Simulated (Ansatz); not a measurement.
`[OH][Sn]([OH])[Cl]` radical at its PBE0-D4/def2-TZVP geometry, where that method's forces vanish. Charge 0, multiplicity 2. Sn: def2 effective core potential.

```xyz
6

O    -1.3890   -0.0424   -0.5380
Sn    0.5107   -0.5224   -0.3450
O     1.3395    1.2242   -0.0193
Cl    0.7798   -1.8261    1.5908
H    -1.9985   -0.7702   -0.3825
H     0.7575    1.9370   -0.3060
```

What forces (eV/Å) does PBE-D4/def2-TZVPP give on these atoms in Ansatz 0.2.0? (Best estimate.)

Computed: 
```
O1  -0.343  0.562 -0.145
Sn2  0.288 -0.563 -0.421
O3   0.583  0.262  0.288
Cl4  0.062 -0.236  0.361
H5  -0.296 -0.380  0.078
H6  -0.293  0.355 -0.161
```
